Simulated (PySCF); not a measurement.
Ionising TlB

r²SCAN; Tl aug-cc-pVDZ-PP with ECP60, B aug-cc-pVDZ; scalar-relativistic core potentials (PySCF 2.14). Neutral (UKS): triplet (σ ↑, π ↑), Re = 2.495 Å, ωe = 341 cm⁻¹, De = 1.79 eV, HOMO -4.26 eV, LUMO -3.45 eV.

TlB⁺ (UKS): doublet (σ ↑), Re = 3.082 Å, ωe = 176 cm⁻¹. The energies at the minima are -197.27443 hartree for TlB and -197.03175 for TlB⁺.

Q: Work out the adiabatic ionisation energy, without and with harmonic zero-point energies (1 hartree = 27.2114 eV, 1 eV = 8065.5 cm⁻¹), and the change of the bond length.

A: At r²SCAN: 0.24268 hartree = 6.604 eV between the minima; the zero-point term (176.0 − 341.0)/2 cm⁻¹ = -0.010 eV makes it 6.593 eV. Re changes by +58.7 pm against the neutral. The electron leaves a π orbital, and the ion is left as a loose complex of an ion and an atom.

TlB⁻ (UKS): quartet (σ ↑, π ↑↑), Re = 2.311 Å, ωe = 418 cm⁻¹, De = 2.75 eV to Tl⁻ + B. The energies at the minima are -197.27443 hartree for TlB and -197.32757 for TlB⁻.

Q: Work out the adiabatic electron affinity, without and with harmonic zero-point energies (1 hartree = 27.2114 eV, 1 eV = 8065.5 cm⁻¹), and the change of the bond length.

A: At r²SCAN: 0.05314 hartree = 1.446 eV between the minima; the zero-point term (341.0 − 418.0)/2 cm⁻¹ = -0.005 eV makes it 1.441 eV. Re changes by -18.4 pm against the neutral. The electron enters a π orbital; the charge polarises the partner, so the anion is bound more strongly.

Spin–orbit coupling is left out, which matters for elements this heavy, above all for dissociation energies. For an ion De counts to the pair picked by the measured ionisation energies or electron affinities, which need not be the lowest pair at this level. The highest Kohn–Sham level is positive in this anion. Much of that is self-interaction error, but it also means that the finite basis helps to hold the extra electron. States were picked by a PBE0 search and need not be the measured ground states.
